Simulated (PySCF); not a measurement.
## How methods differ on the ionisation energy of Ir

Ir [Xe] 4f14 5d7 6s2 (4F) → Ir⁺ [Xe] 4f14 5d7 6s1 (5F), as a difference of total energies. Computed with PySCF 2.14 in cc-pVDZ-PP with ECP60MDF (4s4p3d1f, 38 functions), with scalar relativity through the core potential. Correlated levels: valence: 5s2 5p6 frozen. The calculations carry no spin-orbit coupling.

```json
{"method": "UHF", "ionisation energy (eV)": "7.100", "error (eV)": "-1.826"}
{"method": "BP86", "ionisation energy (eV)": "9.174", "error (eV)": "+0.248"}
{"method": "PBE", "ionisation energy (eV)": "8.991", "error (eV)": "+0.065"}
{"method": "MP2 (valence)", "ionisation energy (eV)": "8.464", "error (eV)": "-0.462"}
{"method": "SCS-MP2 (valence)", "ionisation energy (eV)": "8.600", "error (eV)": "-0.326"}
```

Reference: 8.926 eV (measured; NIST levels, between the centres of gravity of the two terms).

Errors of the correlated levels include the incompleteness of this basis and the frozen core.

MP2 underrates the near-degeneracy of ns² with np² in the lower species.
